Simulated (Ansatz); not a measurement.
Input file:

```yaml
crystal:
  periodic: [false, false, false]
  atoms:
    - { symbol: Sn, position_ang: [0.0, 0.0, 0.0] }
    - { symbol: H, position_ang: [0.0, 0.0, 2.09] }
    - { symbol: H, position_ang: [1.6408, 0.0, -0.5794] }
    - { symbol: H, position_ang: [-0.8195, 1.4198, -0.5794] }
    - { symbol: H, position_ang: [-0.8195, -1.4198, -0.5794] }
    - { symbol: F, position_ang: [-2.0593, 0.0, 0.6842] }
    - { symbol: H, position_ang: [-1.0838, 0.0, 1.8933] }
basis:
  gaussian: { orbitals: def2-SVP }
hamiltonian:
  xc: blyp
  dispersion: d4
relax:
  f_tol: 0.15
  max_steps: 25
  restrain:
    - { distance: [0, 5], at: 3.07, k: 30.0 }
    - { distance: [6, 1], at: 1.86, k: 30.0 }
    - { distance: [0, 1], at: 1.74, k: 30.0 }
    - { distance: [6, 5], at: 0.92, k: 30.0 }
```

Command:

```bash
$ ansatz run input.yaml --threads 1 --pin off --max-ram 2048MiB --backend cpu --events-out ev --progress --plain --runs-dir out
```

Hardware: 1 thread of Arm Neoverse V1, on a shared host.

Task: Roughly how long does this run take, and how much memory?

Result: 13 s, with a peak of 0.11 GiB, for 7 ionic steps.
